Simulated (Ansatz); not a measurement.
```yaml
atoms:
  - { symbol: Li, position_ang: [0.0000, 0.0000, -0.4314] }
  - { symbol: H, position_ang: [0.0000, 0.0000, 1.2942] }
```

Basis set: 6-31G* (spherical functions). All electrons are correlated. Charge 0, multiplicity 1.

Computed with Ansatz (development build ahead of 0.2.0); each method stands on the lowest determinant of its kind that the runs found. Restricted open shells among the atoms or ions are ROHF, correlated in semicanonical orbitals with singles.

The atomization energy at this shape (free ground-state atoms in the same class of orbitals less the molecule, no zero-point energy) of singlet LiH:

| method | atomization energy |
| --- | --- |
| RHF | 1.37 eV |

Task: What does RHF-MP2 give?

Result: 1.79 eV.
